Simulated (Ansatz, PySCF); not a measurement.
Process, species as SMILES: O[Si](O)(O)O → [OH] (HO) + O[Si](O)O (the O-Si bond at the site shown breaks; other sites are not compared here)
Geometries: B3LYP-D3(BJ)/def2-TZVP minima from Ansatz (a quantum-chemistry and plane-wave program), one conformer each, not searched for the lowest. Frequencies are from Ansatz or PySCF.

Quantity: bond dissociation energy (enthalpy at 298 K, with B3LYP-D3(BJ) rigid-rotor harmonic-oscillator terms), in kcal/mol. Valence correlation only, unless marked. Open shells are spin-unrestricted. Spin-orbit coupling is left out. No relativistic terms. Basis-set limits of correlation are two-point, X^-3; Hartree-Fock from the larger set. The bracket is a focal-point correction in the basis named.

RI-MP2/CBS(aug-cc-pV(T+d)Z,aug-cc-pV(Q+d)Z)+[CCSD(T)-MP2]/aug-cc-pV(T+d)Z (Ansatz) gives 138.3 kcal/mol.

Problem. Another calculation gave 132.1 kcal/mol. Which level was it?
A) wB97M-V/def2-TZVPD (Ansatz)
B) revPBE/def2-TZVPD (Ansatz)
C) B2PLYP/def2-TZVPD (Ansatz)
D) PBE0/def2-TZVPD (Ansatz)

Solution. C, B2PLYP/def2-TZVPD (Ansatz). The others give 136.3 (wB97M-V), 129.0 (PBE0), 121.2 (revPBE) kcal/mol.
